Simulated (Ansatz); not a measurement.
Computed with Ansatz on PBE0-D4/def2-TZVP structures; ΔE is electronic, products minus reactants. CBS: MP2 limit from def2 TZ/QZ plus the TZ coupled-cluster correction, frozen cores. This one scheme is used for every species. DFT in def2-TZVPP. B3LYP here is the variant with VWN-RPA as its local correlation; programs differ in this. For Ge outer-core shells are correlated without core-valence functions, which leaves a few kJ/mol of doubt a bond. Scalar relativity is left out up to krypton. Each species was taken in one conformer, which may not be the lowest.

`O[CH2][GeH2][SiH3]` + H–F → `[F][GeH2][SiH3]` + CH₃OH  (ligand exchange at a Ge–C bond)

`O[CH2][GeH2][SiH3]`:

Cartesian coordinates in Å:
```
O -1.119 2.255 0.806
C -1.032 1.044 0.083
Ge 0.691 0.187 0.516
Si 0.903 -1.862 -0.681
H -1.957 2.678 0.600
H -1.074 1.208 -1.002
H -1.840 0.348 0.346
H 0.755 -0.076 2.031
H 1.836 1.143 0.136
H 2.197 -2.522 -0.366
H 0.843 -1.614 -2.148
H -0.203 -2.791 -0.321
```

H–F:

Z-matrix (Å, degrees):
```
F
H 1 0.920
```

`[F][GeH2][SiH3]`:

Z-matrix (Å, degrees):
```
Ge
Si 1 2.384
F 1 1.751 2 106.5
H 1 1.539 2 114.3 3 -115.9
H 1 1.539 2 114.3 3 115.9
H 2 1.487 1 108.6 3 179.8
H 2 1.484 1 109.6 3 60.2
H 2 1.484 1 109.6 3 -60.7
```

CH₃OH:

```xyz
6

C     0.270    0.018   -0.231
O    -0.766    0.500    0.593
H     0.723    0.885   -0.715
H    -0.097   -0.656   -1.015
H     1.052   -0.500    0.339
H    -1.181   -0.247    1.028
```

```json
{"level": "PBE0-D4", "ΔE (kJ/mol)": "-73.2", "difference from CCSD(T)/CBS": "-2.9"}
{"level": "ωB97X-V", "ΔE (kJ/mol)": "-85.0", "difference from CCSD(T)/CBS": "-14.7"}
{"level": "ωB97M-V", "ΔE (kJ/mol)": "-80.7", "difference from CCSD(T)/CBS": "-10.4"}
{"level": "B3LYP", "ΔE (kJ/mol)": "-93.4", "difference from CCSD(T)/CBS": "-23.1"}
{"level": "HF/def2-TZVPP", "ΔE (kJ/mol)": "-108.5", "difference from CCSD(T)/CBS": "-38.2"}
{"level": "CCSD/def2-TZVPP", "ΔE (kJ/mol)": "-76.4", "difference from CCSD(T)/CBS": "-6.1"}
{"level": "CCSD(T)/def2-TZVPP", "ΔE (kJ/mol)": "-72.9", "difference from CCSD(T)/CBS": "-2.6"}
{"level": "SCS-MP2/def2-QZVPP", "ΔE (kJ/mol)": "-80.0", "difference from CCSD(T)/CBS": "-9.7"}
{"level": "HF/CBS(def2)", "ΔE (kJ/mol)": "-111.7", "difference from CCSD(T)/CBS": "-41.4"}
{"level": "MP2/CBS(def2)", "ΔE (kJ/mol)": "-67.2", "difference from CCSD(T)/CBS": "3.1"}
{"level": "CCSD(T)/CBS", "ΔE (kJ/mol)": "-70.3", "difference from CCSD(T)/CBS": "0"}
```

Largest T1 diagnostic among the species: 0.012.

In def2-TZVPP, CCSD(T) changes the Hartree–Fock value by +35.6 kJ/mol (the triples alone add +3.5 kJ/mol) and MP2 by +38.7 kJ/mol. The D4 term adds +8.6 kJ/mol with B3LYP and +4.9 kJ/mol with PBE0; it sums over pairs of atoms, weighted by their polarisabilities, and B3LYP, whose exchange is more repulsive, gets the larger term.
